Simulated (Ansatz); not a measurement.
The cluster K₃O⁺. Charge 1, multiplicity 3. Geometry r2SCAN-D4/def2-TZVP; atoms count from 1.

```xyz
4

K    -2.1169    1.1050   -0.4317
K     1.0434   -1.0934   -2.1375
K     0.9003    0.0700    2.5072
O     0.1732   -0.0816    0.0620
```

At PBE0-D4/def2-TZVP a singlet of charge 1 lies 1.79 eV below the triplet, each at its own geometry. The structure comes from a short search, and lower isomers may exist.

Problem. Estimate the Mulliken populations from the PBE0/def2-TZVP orbitals of Ansatz.

Solution. 
```csv
atom,charge (e),spin (α − β)
K1,0.48,0.43
K2,0.59,0.32
K3,0.64,0.26
O4,-0.72,0.99
```
Mulliken values depend strongly on the basis.

Problem. Where does the spin sit?

Solution. Summed by element: K 1.01, O 0.99, of 2 unpaired in all. Largest on single atoms: O4 0.99, K1 0.43, K2 0.32.
